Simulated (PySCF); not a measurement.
Computed shifts of a molecule C2H3ClF2Si, PBE/pcSseg-1 (PySCF), GIAO, gas phase, atoms alike by connectivity averaged where their shifts nearly agree, in ppm (number of nuclei): ¹⁹F: -178.7 (1), -200.1 (1). ¹³C: 165.2 (1), 164.1 (1). ²⁹Si: -31.9 (1). ¹H: 8.02 (1), 5.86 (1), 5.68 (1). References: ¹⁹F against CFCl3 (σ = 133.6 ppm); ¹³C against TMS (σ = 182.0 ppm); ²⁹Si against TMS (σ = 335.4 ppm); ³⁵Cl against HCl (σ = 936.5 ppm); ¹H against TMS (σ = 31.49 ppm), references at their B3LYP-D3(BJ)/def2-TZVP geometries, non-relativistic (without spin–orbit terms, shifts of atoms bonded to Cl or Br come out too high). Geometry optimised at PBE0-D3(BJ)/def2-SVP. One conformer was computed; it need not be the lowest.

Q: Which molecule gave these data?
A. C=C(F)[Si@@H](F)Cl
B. F[SiH](F)/C=C\Cl
C. FC(F)=C[SiH2]Cl
D. F/C=C(/F)[SiH2]Cl

A: D, F/C=C(/F)[SiH2]Cl
